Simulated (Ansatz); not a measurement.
B9N9 (started as a model of: (BN)9 cage of four- and six-membered rings) was relaxed with PBE-D4 (def2-SVP) in Ansatz in these states: charge -1 doublet, neutral singlet. The geometries follow in no particular order.

A:

```
atom   x (Å)   y (Å)   z (Å)
  B1   0.880  -0.004   2.101
  N2   0.531  -1.368   1.358
  B3   1.513  -0.859   0.387
  N4   2.043   0.331   1.064
  B5   1.060   1.309   0.581
  N6  -0.008   1.214   1.589
  B7  -1.249   0.832   1.014
  N8  -1.918  -0.510   1.232
  B9  -0.780  -1.418   0.813
 N10  -1.122  -1.545  -0.677
 B11  -1.920  -0.380  -0.234
 N12  -1.666   1.063  -0.444
 B13  -0.044  -1.062  -1.523
 N14   1.389  -0.981  -1.089
 N15   0.846   1.621  -0.857
 B16  -0.516   1.199  -1.321
 N17  -0.145   0.183  -2.388
 B18   1.107   0.374  -1.606
```

B:

Cartesian coordinates in Å:
```
B -0.464 -1.909 -0.211
N 0.665 -1.758 0.735
B -0.466 -1.053 1.436
N -1.627 -1.559 0.625
B -1.691 -0.543 -0.482
N -0.741 -1.173 -1.466
B 0.405 -0.331 -1.764
N 1.806 -0.664 -1.330
B 1.630 -0.841 0.154
N 1.835 0.579 0.610
B 1.632 0.719 -0.851
N 0.429 1.164 -1.592
B 0.674 1.129 1.288
N -0.391 0.301 1.957
N -1.797 0.886 -0.244
B -0.551 1.639 -0.630
N -0.179 2.223 0.705
B -1.167 1.189 1.061
```

Judge from the bond lengths which geometry belongs to which state (an estimate).

A is the charge -1 doublet (B1–B3 2.017 Å, B1–B5 2.017 Å, B1–N4 1.594 Å); B is the neutral singlet (B1–B3 1.856 Å, B1–B5 1.856 Å, B1–N4 1.474 Å).

At PBE-D4/def2-SVP the highest occupied level of the relaxed charge -1 doublet lies above zero (up to 0.76 eV). By energy differences its removal costs 0.92 eV (each at its own geometry, to the charge 0 singlet, at PBE-D4/def2-SVP); self-interaction error and the lack of diffuse functions both raise the level.
